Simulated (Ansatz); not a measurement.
Relaxation of BClFH4P (8 atoms, charge 0, multiplicity 1), to a largest force component of 0.03 eV/Å in at most 50 steps.

Level of theory: RHF/def2-mTZVP in Ansatz.

```xyz
8
Properties=species:S:1:pos:R:3:forces:R:3
B -0.043 0.179 -0.013 0.05 0.66 0.06
H -0.009 0.413 1.141 0.07 0.38 -0.39
F 1.032 -0.153 -0.662 0.02 -0.01 -0.02
Cl -1.547 0.392 -0.916 0.01 0.00 0.01
P -0.280 -2.718 1.152 -0.06 -0.37 0.31
H -0.602 -2.506 -0.196 0.00 0.00 0.00
H 1.112 -2.664 0.974 -0.01 0.00 0.00
H -0.409 -1.371 1.557 -0.08 -0.66 0.03
```

**Question.** Where does it end, and by what steps?

**Answer.** The forces met the threshold. The force dipped under the threshold on the way, but the program's further checks kept it going. After 20 steps the energy has fallen by 0.375 eV; H8 moved furthest, 1.24 Å.

| step | energy less start (eV) | largest force component (eV/Å) | accepted |
| --- | --- | --- | --- |
| 0 | 0.0000 | 0.661 | yes |
| 1 | -0.1439 | 1.230 | yes |
| 2 | -0.2794 | 0.948 | yes |
| 3 | -0.2984 | 1.106 | yes |
| 4 | -0.3533 | 0.228 | yes |
| 5 | -0.3667 | 0.085 | yes |
| 6 | -0.3694 | 0.061 | yes |
| 7 | -0.3705 | 0.066 | yes |
| 8 | -0.3655 | 0.406 | no |
| 9 | -0.3713 | 0.046 | yes |
| 10 | -0.3617 | 0.466 | no |
| 11 | -0.3721 | 0.017 | yes |
| 12 | -0.3725 | 0.066 | yes |
| 13 | -0.3729 | 0.102 | yes |
| 14 | -0.3734 | 0.106 | yes |
| 15 | -0.3740 | 0.081 | yes |
| 16 | -0.3740 | 0.102 | no |
| 17 | -0.3735 | 0.139 | no |
| 18 | -0.3743 | 0.024 | yes |
| 19 | -0.3745 | 0.012 | yes |
| 20 | -0.3745 | 0.012 | yes |

```xyz
8
Properties=species:S:1:pos:R:3
B 0.032 0.943 -0.320
H 0.108 1.295 0.797
F 1.086 0.552 -0.967
Cl -1.523 0.938 -1.147
P -0.168 -3.554 1.347
H -0.713 -3.145 0.117
H 1.102 -2.990 1.126
H -0.672 -2.467 2.085
```

Time of the run: 38 s on 2 threads of Arm Neoverse N1, on a shared host, peak memory 0.16 GiB.
